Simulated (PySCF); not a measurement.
**A small calculation by hand: chemical shift, span and skew from a shielding tensor**

C2H8FNSi, SMILES C[C@@H](N)[SiH2]F. Atoms are numbered in the order given.

```xyz
13

C      1.4818     1.2273     0.8175
C      0.8867     0.0274     0.0909
N      0.8107    -1.1182     0.9847
Si    -0.8729     0.4102    -0.4551
F     -1.5171    -0.9844    -1.0131
H      0.8989     1.4665     1.7208
H      2.5152     1.0149     1.1409
H      1.5210     2.1204     0.1740
H      1.4925    -0.1519    -0.8268
H      0.4312    -1.9301     0.5016
H      1.7372    -1.3796     1.3202
H     -1.7076     0.8760     0.6868
H     -0.8998     1.3999    -1.5719
```
Charge 0, spin multiplicity 1.

Geometry: PBE0-D3(BJ)/def2-SVP. The structure was generated by enumeration; whether it is a known compound was not checked. One conformer was computed; it need not be the lowest.

GIAO shieldings from PySCF with HF/pcSseg-1, non-relativistic, no solvent. The symmetric part of the tensor of C1 has the principal values 161.1, 172.1, 192.0 ppm. The same nucleus in TMS has σ = 192.6 ppm at this level (PySCF, at its B3LYP-D3(BJ)/def2-TZVP geometry).

Task: Work out the isotropic shielding, the ¹³C shift against TMS, the span and the skew.

Result: 
σ(iso) = (σ11 + σ22 + σ33)/3 = 175.1 ppm. δ = σ(ref) − σ(iso) = 192.6 − (175.1) = 17.5 ppm.
Span Ω = σ33 − σ11 = 30.9 ppm. Skew κ = 3(σ(iso) − σ22)/Ω = 0.29. Tumbling in solution averages the tensor to δ; in a static solid the shielding alone would spread this spin-1/2 line over Ω.
